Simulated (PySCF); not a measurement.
Dissociation curve of AgCl, singlet.

Levels: UKS-M06-2X = PySCF with unrestricted M06-2X/def2-TZVP, def2 effective core potentials past Kr; RCCSD(T) = CCSD(T) on RHF/def2-TZVP, 5 core orbitals frozen, def2 effective core potentials past Kr run with PySCF; NEVPT2 = SC-NEVPT2 on CASSCF(2,2)/def2-TZVP, all electrons correlated, def2 effective core potentials past Kr (PySCF 2.14.0); UHF/def2-TZVP, def2 effective core potentials past Kr (PySCF); UHF/LANL2DZ = unrestricted Hartree-Fock/LANL2DZ, with its core potentials past Ne run with PySCF.

Energies are in eV, each relative to the lowest point of its own curve near equilibrium.

```tsv
R / Å	UKS-M06-2X	RCCSD(T)	NEVPT2	UHF	UHF/LANL2DZ
1.73	4.725	4.364	4.044	[?]	7.077
1.82	2.935	2.611	2.408	3.420	4.584
1.94	1.427	1.172	1.069	1.724	2.419
2.04	0.687	0.504	0.450	0.874	1.308
2.15	0.234	0.131	0.109	0.335	0.574
2.21	0.100	0.038	0.027	0.165	0.328
2.29	0.013	0.000	0.000	0.038	0.122
2.35	0.000	0.019	[?]	0.000	0.039
2.43	0.036	[?]	0.102	[?]	0.000
2.53	0.142	0.229	0.244	0.080	[?]
2.66	0.345	0.459	0.473	0.246	0.170
2.83	[?]	0.796	0.802	0.525	0.431
3.09	1.199	1.322	1.269	0.994	0.895
3.42	1.819	1.927	1.780	1.561	1.474
3.78	2.281	2.455	2.312	2.009	1.897
4.11	2.548	2.780	2.686	2.091	2.004
4.57	2.787	2.730	2.955	2.130	2.055
5.05	2.935	—	3.034	2.142	2.072
5.55	3.018	—	3.056	2.147	2.077
6.20	3.068	—	3.063	2.148	2.078
6.82	3.092	—	3.065	2.148	2.079
8.05	3.113	—	3.066	2.149	2.081
9.20	3.119	—	3.066	2.149	2.082
```

### Question
Complete the blanks.

### Answer

- 1.73, UHF: 5.395
- 2.35, NEVPT2: 0.025
- 2.43, RCCSD(T): 0.090
- 2.43, UHF: 0.006
- 2.53, UHF/LANL2DZ: 0.035
- 2.83, UKS-M06-2X: 0.669

A dash means that the run gave no value there, or that the column was ended at a point which the program doubted or which failed a test of continuity chosen for this set; such a test can also cut sound points.

The unrestricted determinant behind UKS-M06-2X is spin-contaminated at 3.42 to 9.20 Å (<S²> up to 1.0, against 0.00 for a pure singlet). The T1 diagnostic of CCSD on the restricted reference of RCCSD(T) exceeds 0.045 at 4.11 to 9.20 Å. The unrestricted determinant behind UHF, UHF/LANL2DZ is spin-contaminated at 3.78 to 9.20 Å (<S²> up to 1.0, against 0.00 for a pure singlet).
